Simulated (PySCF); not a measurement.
# Nuclear quadrupole coupling in `C#CC[SiH2]O`

Compound: C3H6OSi.
Structure used (GFN2-xTB), in Å, numbered top down from 1:
```xyz
11
C3H6OSi angstrom
C      2.316    0.494    0.180
C      1.362   -0.225    0.097
C      0.170   -1.030    0.007
Si    -1.357    0.056   -0.399
O     -1.480    1.278    0.665
H      3.179    1.087    0.250
H      0.313   -1.793   -0.758
H      0.023   -1.545    0.959
H     -1.212    0.569   -1.762
H     -2.590   -0.686   -0.177
H     -0.719    1.797    0.913
```

Field gradients from the PBE0/pcSseg-1 density (PySCF, non-relativistic), principal values in atomic units, ordered |Vxx| ≤ |Vyy| ≤ |Vzz|:

```json
{"atom": "O5", "Vxx": "-0.3829", "Vyy": "-1.1212", "Vzz": "1.5040"}
```

Problem. Find the asymmetry η = (Vxx − Vyy)/Vzz and the couplings χ = eQV/h (234.96 MHz × Q in barn × V in au), with Q(17O) = −0.0256 b.

Solution. 
```json
{"atom": "O5", "environment": "silanol oxygen", "nucleus": "17O", "η": "0.49", "χzz (MHz)": "-9.05", "χxx (MHz)": "2.30", "χyy (MHz)": "6.74"}
```

The tensor is traceless: Vxx + Vyy + Vzz = 0.

Problem. What is Vzz at O5 in SI units (1 au = 9.71736 × 10²¹ V/m²)?

Solution. 1.5040 au = 14.615 × 10²¹ V/m².

Were the hydrogens deuterons (Q(2H) = 0.00286 b), χzz would run from 106 kHz (H9) to 341 kHz (H11).

Geometry: GFN2-xTB, one conformer, isolated molecule. GFN2-xTB bond lengths can be off by several hundredths of an ångström, more for odd bonds, and the gradients follow them. The small basis limits the accuracy of the gradients.

The run behind these numbers computed NMR shieldings as well. Time: 13 s of wall time; peak memory 0.55 GiB. Hardware: an Arm Neoverse V1 with one thread, on a shared host.
